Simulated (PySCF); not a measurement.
C3H2F4Si.
SMILES with atom numbers: `[CH:1]#[C:2][Si@@H:3]([F:4])[C:5]([F:6])([F:7])[F:8]` (hydrogens: H9 on C1; H10 on Si3)

Computed, not measured: PySCF, PBE0-D3(BJ)/def2-SVP geometry optimisation, gas phase.

Question: List the bond lengths, angles and torsions at this level.

Answer: 
| bond | length (Å) | order |
| --- | --- | --- |
| C1≡C2 | 1.216 | triple |
| C2–Si3 | 1.814 | single |
| Si3–F4 | 1.617 | single |
| Si3–C5 | 1.924 | single |
| C5–F6, C5–F7, C5–F8 | 1.339 | single |
| C1–H9 | 1.076 | single |
| Si3–H10 | 1.479 | single |

Bonds in one row agree within 0.01 Å and their mean is given. Orders are formal, as drawn. A selection of angles:
| angle | degrees |
| --- | --- |
| C1–C2–Si3 | 178.9 |
| C2–Si3–F4 | 110.4 |
| C2–Si3–C5 | 108.5 |
| F4–Si3–C5 | 106.7 |
| Si3–C5–F6 | 111.1 |
| Si3–C5–F7 | 110.2 |
| Si3–C5–F8 | 112.6 |
| F6–C5–F7 | 107.4 |

Dihedral angles: C2–Si3–C5–F6 -178° (antiperiplanar).

Si3 (fluorine-bound silicon) is tetrahedral (angles from 106.7° to 112.8°). The 2 C–Si bonds span 1.814 Å (C2–Si3, drawn single) to 1.924 Å (Si3–C5, drawn single), a spread of 0.110 Å.

Point group: C1 (no symmetry element, even within 0.4 Å). PBE0-D3(BJ)/def2-SVP frequencies: not computed here.

The run took 87 s of wall time on Arm Neoverse V1, one thread, no GPU, shared host with 32 logical CPUs at a one-minute load of 44, and the process peaked at 0.52 GiB of memory. These figures are those of the optimisation.
